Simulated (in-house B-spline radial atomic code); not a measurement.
# RPA and G0W0 on CAM-B3LYP: In II (In+)

Configuration [Kr] 4d10 5s2, mean-field start CAM-B3LYP. Computed with an all-electron radial atomic-structure program (B-spline basis): all electrons, scalar-relativistic (spin-free one-electron X2C), finite nucleus, each spin shell either full or empty, empty states to l = 9 with an (l + 1/2)⁻⁴ tail; G0W0 by contour deformation at full frequency.

Command:
```bash
python run_gw.py task.json out
```
Settings (radii: box in bohr, nucleus in fm):
```
Z                        49
electrons                48
configuration            [Kr] 4d10 5s2
hamiltonian              x2c
method                   camb3lyp
lmax                     9
rms_radius               4.6156
spin_polarised           False
box_radius               23.78
intervals                70
ion_configuration        [Kr] 4d10 5s1
```

Time taken, with all properties: 9.5 s on 1 thread of Arm Neoverse V2, on a shared host.

Energies (hartree):

```json
{"term": "mean-field total", "value": "-5881.11687"}
{"term": "Hartree-Fock functional on these orbitals", "value": "-5878.10235"}
{"term": "direct second order", "value": "-4.2097"}
{"term": "second-order exchange", "value": "1.1611"}
{"term": "SOSEX correction", "value": "1.0761"}
```

Question: What is the RPA correlation energy, and what remains with SOSEX?

Answer: RPA gives -3.6808 hartree (-2.09 eV per electron); RPA + SOSEX gives -2.6046, and the second-order doubles -3.0486 hartree (no singles). SOSEX takes back 29 % of the RPA value.

Quasi-particle levels (eV):

```
level  occupied  mean field  Σx - vxc     Σc  QP weight    G0W0
   5s       yes     -17.158     -0.17      ?          ?       ?
   5p        no      -6.814      2.07  -1.02      0.959  -5.759
```

G0W0 = mean field + (Σx - vxc) + Σc, with Σc (partial-wave tail included) taken at the quasi-particle energy. Only the outer levels were computed. Levels of low weight are left out.

Question: Where does G0W0 put 5s?

Answer: At -19.132 eV, with Σc = -1.81 eV and a quasi-particle weight of 0.948. The tabulated removal energy is 18.870 eV (NIST, measured); the calculation leaves out spin-orbit coupling, Breit and QED terms, and what these don't explain is the method's own error.

Question: What does it cost to remove one electron (to [Kr] 4d10 5s1) by differences of total energies, each species on its own start (correlation terms add to the Hartree-Fock functional)?

Answer: CAM-B3LYP 18.932 eV, Hartree-Fock functional 16.984 eV, + RPA 18.960 eV, + RPA + SOSEX 18.515 eV, + second order 19.619 eV. Tabulated: 18.870 eV (NIST, measured); the calculation leaves out spin-orbit coupling, Breit and QED terms, and what these don't explain is the method's own error.
